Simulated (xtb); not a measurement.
Pb(I)(OH) (HIOPb), SMILES [I][Pb][OH] (connectivity only; charge and spin as stated), neutral, multiplicity 1. All values are semi-empirical tight-binding results from xtb (GFN2-xTB unless named), good for trends rather than for accurate numbers. Geometry: GFN2-xTB. Other conformers were not sampled.

Optimised geometry:

```xyz
4

Pb     0.2491     0.9587     0.0000
I     -0.0661    -1.7378     0.0000
O     -1.8364     1.4027     0.0000
H     -2.2303     2.2688     0.0000
```

For metal compounds this method's bond lengths and energies can be far off.

Question: Estimate the properties. (Estimate from the structure and the level; the computed values follow.)

Answer: 
The point group as xtb finds it is Cs, the orbital gap is 3.17 eV and the zero-point energy comes out as 7.5 kcal/mol. The G − E(el) at 298.15 K (modified RRHO) comes out as -12.7 kcal/mol.

Question: Give the atomic charges and the Wiberg bond orders between heavy atoms. (Estimate from the structure and the level; the computed values follow.)

Answer: charges (e) Pb1 0.66, I2 -0.26, O3 -0.66, H4 0.26. Bond orders Pb1–I2 1.05, Pb1–O3 0.95.
